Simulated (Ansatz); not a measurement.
`O/C=C/[SiH2][SiH3]` + HCl → `O/C=C/[SiH2]Cl` + SiH₄  (cleavage of the Si–Si bond)

Isolated molecules relaxed with PBE0-D4/def2-TZVP in Ansatz; ΔE leaves out vibrations. CCSD(T)/CBS is the MP2 limit (def2-TZVPP, def2-QZVPP) plus CCSD(T) − MP2 in def2-TZVPP, frozen cores. This one scheme is used for every species. Double bonds are as drawn, so ΔE can hold a change between cis and trans. Functionals use def2-TZVPP. Each species was taken in one conformer, which may not be the lowest.

CCSD(T)/CBS gives -102.5 kJ/mol.

(1) Another level gave -100.7 kJ/mol. Which?
A. PBE0/def2-TZVPP
B. HF/def2-TZVPP
C. B2PLYP/def2-TZVPP
D. r2SCAN-D4/def2-TZVPP

Largest T1 diagnostic among the species: 0.013.

Answers

(1) D. r2SCAN-D4 -100.7, PBE0 -94.9, B2PLYP -107.8, HF/def2-TZVPP -123.1 kJ/mol.

From PBE to PBE0 (25 % exact exchange), in def2-TZVPP and without D4, ΔE moves by −5.3 kJ/mol. In def2-TZVPP, CCSD(T) changes the Hartree–Fock value by +23.2 kJ/mol (the triples alone add +2.1 kJ/mol) and MP2 by +13.0 kJ/mol.
